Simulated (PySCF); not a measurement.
# Structure from NMR data

An unknown has the formula C4H11NO2Si2. Its calculated NMR data are:

¹H NMR (300 MHz, computed): δ 6.67 (br s, 1H), 6.27 (br s, 1H), 4.91 (s, 2H), 4.90 (s, 3H), 4.32 (s, 2H), 0.35 (br s, 2H).

¹³C{¹H} NMR (computed): δ 214.4 (C), 162.7 (C), 140.9 (CH2), 73.7 (CH2).

Fast rotation and ring inversion assumed for equivalent nuclei, non-relativistic Hamiltonian, isolated molecule, a single conformation. GIAO PBE0/pcSseg-1 shieldings; structure optimised with GFN2-xTB; PySCF 2.14.0 with density-fitted response routines.

Chemical shifts δ = σref − σ; ¹H (31.72 ppm), ¹³C (186.93 ppm) vs TMS, all at this level.

Question: Which of these isomers gave the spectra?
A. O=C(O)/C=C/CN([SiH3])[SiH3]
B. C=C[Si@@H](OC)[SiH2]C(N)=O
C. C=CO[SiH2]CC(=O)N[SiH3]
D. C=C([SiH2]N)C(=O)CO[SiH3]

Answer: D. 

1. Rings plus π bonds: 2 (no ring in the answer).
2. 4 carbon signals for 4 carbons: no two carbons are equivalent.
3. Carbon types of the structure: 2 × C, 2 × CH2, leaving 7 H on heteroatoms.
4. δC 214.4: ketone carbonyl carbon; the double bond to the heteroatom, with no lone-pair donor beside it, deshields it most.
5. δC 162.7: α carbon of a C=C–C=O unit; as expected for a trigonal carbon in a double bond.
6. δC 140.9: β carbon of a C=C–C=O unit; conjugation with the carbonyl draws π density from the β position.
7. δC 73.7: sp3 CH2 bonded to O, α to a carbonyl; the inductive effect lowers its shielding.
8. δH 0.35: hydrogen on a nitrogen bonded to Si; exchangeable, gas-phase position.

The others: C=CO[SiH2]CC(=O)N[SiH3] would give 6 signals for carbon-bound and other non-exchanging H, not 5; C=C[Si@@H](OC)[SiH2]C(N)=O would give 7 signals for carbon-bound and other non-exchanging H, not 5; O=C(O)/C=C/CN([SiH3])[SiH3] would give 4 signals for carbon-bound and other non-exchanging H, not 5.

The OH or NH signal is concentration- and solvent-dependent in practice; the value given is the gas-phase one. Shifts are as computed. Against solution values, carbons near 30 ppm lie about +3 ppm off and those near 130 ppm about +5 ppm. Of 1309 compounds with measured shifts, 239 miss one by over three times the rms of a fit or turn the order of signals round; such compounds aren't used in these exercises. No couplings were computed; multiplicities are counted from neighbouring protons, with m where these are inequivalent, close in shift, in a saturated or five-membered ring or joined by F or P, and br s for small geminal =CH2 splittings.
